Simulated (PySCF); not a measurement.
H2PbS2, neutral, multiplicity 1. Atoms are numbered in the order given.

```xyz
5

Pb     0.5185    -0.0013     0.0000
S     -1.1896    -1.9290     0.0000
H     -2.2691    -1.0959     0.0000
S     -1.3010     1.8263     0.0000
H     -0.3963     2.8472     0.0000
```
Charge 0, spin multiplicity 1.

Geometry: PBE-D3(BJ)/def2-SVP. The def2 effective core potentials stand for the cores of Pb; spin–orbit coupling is left out. Other conformers were not sampled.

Computed with CAM-B3LYP/def2-TZVPD in PySCF.

Computed frontier levels, gap, dipole moment and polarisability:
- highest occupied level: -8.30 eV
- lowest empty level: -1.86 eV
- orbital gap: 6.44 eV
- dipole moment: 3.72 D
- quadrupole, principal values (traceless, Buckingham form, about the centre of nuclear charge): -5.45, 2.65, 2.80 D·Å
- mean static polarisability: 96.4 bohr³ (14.28 Å³)
- polarisability, principal values: 67.2, 100.3, 121.8 bohr³
